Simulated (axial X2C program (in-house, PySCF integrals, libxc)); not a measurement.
**Worked dissociation energy of CaSc: LDA, spin-free**

Computed with an in-house relativistic program for diatomic molecules. Spin-free means the one-electron spin-free X2C Hamiltonian. Basis: Sc dyall-cv3z [10s11p7d5f2g], Ca dyall-cv3z [11s12p6d4f] (cores contracted in-house); Gaussian nuclei, density fitting, unrestricted open shells. Masses: Sc 44.956 u, Ca 39.963 u.

Molecular state: M_S = 1/2, Λ = 0 (beyond evenly filled blocks: σβ, π+α, π-α).

- E(Sc) (2M_S = 1, M_L = 1): -762.224696 hartree
- E(Ca) (2M_S = 0, M_L = 0): -678.604800 hartree
- E(CaSc) at Re: -1440.854216 hartree
- ωe: 199.2 cm⁻¹

Task: Work out De and D0.

Result: De = -762.224696 + (-678.604800) − (-1440.854216) = 0.02472 hartree = 0.673 eV. The zero-point energy is ωe/2 = 100 cm⁻¹ = 0.012 eV, so D0 = 0.660 eV.

The state is one determinant whose occupation by symmetry is held fixed; it was picked as the lowest of a PBE0 search that is not exhaustive. De is counted from the lowest determinant-based energies of the atoms at the same level, without counterpoise correction. PBE0 can misorder states that lie within some tenths of an eV, so this need not be the ground state of the molecule. The nearest other spin-free determinant of the search, M_S = 3/2, Λ = 0, lies 0.017 eV up at the distance of the search. The functionals have no current-density term, which raises determinants with orbital currents, atoms included. With several unpaired electrons one determinant need not be a pure state. At some level and bond length an empty orbital lies below a filled one. The determinant is spin-polarised beyond a pure state at some levels (its spin-free form has ⟨S²⟩ too high), which makes Re and μ there less reliable.

LDA overbinds, often by about an eV.

Each atomic determinant is the lowest at this level and need not be a pure term. Totals compare only within one Hamiltonian and basis.
